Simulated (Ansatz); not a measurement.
## Relaxing a trial structure of C5H12B2

The starting geometry of this gas-phase singlet was optimised with GFN2-xTB; its bonds are those of `B[C@@H]1CCC[C@H]1B`.

```yaml
atoms:
  - { symbol: C, position_ang: [-0.2455, 1.0801, -0.0192] }
  - { symbol: C, position_ang: [-0.3056, 0.8836, 1.5018] }
  - { symbol: C, position_ang: [-0.3037, -0.6367, 1.7313] }
  - { symbol: C, position_ang: [0.1154, -1.2590, 0.3892] }
  - { symbol: C, position_ang: [0.6916, -0.1080, -0.4473] }
  - { symbol: B, position_ang: [0.3800, 2.4042, -0.5730] }
  - { symbol: B, position_ang: [0.6373, -0.2336, -2.0076] }
  - { symbol: H, position_ang: [0.0170, 2.8444, -1.5939] }
  - { symbol: H, position_ang: [1.2414, 2.9375, 0.0128] }
  - { symbol: H, position_ang: [-1.2350, 0.8614, -0.4320] }
  - { symbol: H, position_ang: [-1.1898, 1.3620, 1.9241] }
  - { symbol: H, position_ang: [0.5721, 1.3361, 1.9655] }
  - { symbol: H, position_ang: [-1.2905, -0.9921, 2.0289] }
  - { symbol: H, position_ang: [0.3939, -0.9056, 2.5248] }
  - { symbol: H, position_ang: [-0.7530, -1.6821, -0.1179] }
  - { symbol: H, position_ang: [0.8486, -2.0560, 0.5166] }
  - { symbol: H, position_ang: [1.6896, 0.1262, -0.0645] }
  - { symbol: H, position_ang: [-0.2667, -0.7716, -2.5198] }
  - { symbol: H, position_ang: [1.4792, 0.2368, -2.6694] }
```

Problem. Where would you expect an optimisation with PBE-D3(BJ)/def2-SVP to take it?

Solution. New bonds form, giving a structure with H8 bridging B6 and B7, given below by its coordinates. Distances that change by over a tenth: B6–B7 (3.01 → 1.93 Å), B6–H8 (1.17 → 1.32 Å). Contacts that close: C5–B6 (2.53 → 1.78 Å), B7–H8 (3.17 → 1.42 Å).

The energy falls by 0.59 eV over 32 steps:

| step | E − E(last) (eV) |
| --- | --- |
| 1 | 0.586 |
| 4 | 0.386 |
| 8 | 0.384 |
| 11 | 0.384 |
| 15 | 0.381 |
| 18 | 0.374 |
| 22 | 0.180 |
| 25 | 0.006 |
| 29 | 0.000 |
| 32 | 0.000 |

Final geometry (Å):

```xyz
19

C    -0.4581    1.1609    0.1850
C    -0.4969    0.8954    1.6763
C    -0.2519   -0.6499    1.7782
C     0.1123   -1.1278    0.3404
C     0.7014    0.1138   -0.3691
B     0.5223    1.8408   -0.7413
B     0.6656    0.3629   -1.9767
H     0.2194    1.7128   -2.0167
H     1.4825    2.5425   -0.5214
H    -1.3686    0.7914   -0.3250
H    -1.4644    1.2003    2.1218
H     0.2986    1.4577    2.2053
H    -1.1354   -1.1969    2.1648
H     0.5775   -0.8613    2.4832
H    -0.7844   -1.4725   -0.2108
H     0.8416   -1.9630    0.3413
H     1.6762    0.3122    0.1288
H    -0.3510   -0.0911   -2.4824
H     1.6899    0.3996   -2.6313
```

No frequencies were run, so the end isn't proven a minimum. Run with Ansatz 0.2.0, 110 s on 2 threads of Arm Neoverse V1, with other jobs on the host.
